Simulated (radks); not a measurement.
Results of a calculation; reference values are marked as such.
B+, configuration [He] 2s2.

Level of theory: scalar-relativistic Kohn-Sham, r2SCAN, spin-polarised, spherical densities, finite nucleus; meta-GGA in the generalised Kohn-Sham scheme; Fermi nuclear charge, rms radius 2.406 fm (a radial shooting solver on a logarithmic mesh with Libxc functionals).

Energy parts (hartree):
part                     energy
total                 -24.32398
kinetic                24.26276
electron-nucleus      -54.63111
Hartree                 9.61459
exchange-correlation   -3.57023

Orbitals (lengths in bohr, moments of r in powers of bohr; r(90%) holds 90 % of the orbital's charge):
orbital  occ.  eigenvalue (hartree)  r(90%)
1s          2              -7.23181   0.588
2s          2              -0.72513    2.78

The highest occupied level is 2s at -19.732 eV. Summed over all electrons, <r^2> = 7.835 bohr^2, which gives a Langevin (diamagnetic) susceptibility term of -6.21 x 10^-6 cm^3/mol. The electron density at the nucleus is 73.82 e/bohr^3 (large components only). The density falls to 0.001 e/bohr^3 at r = 3.33 bohr.
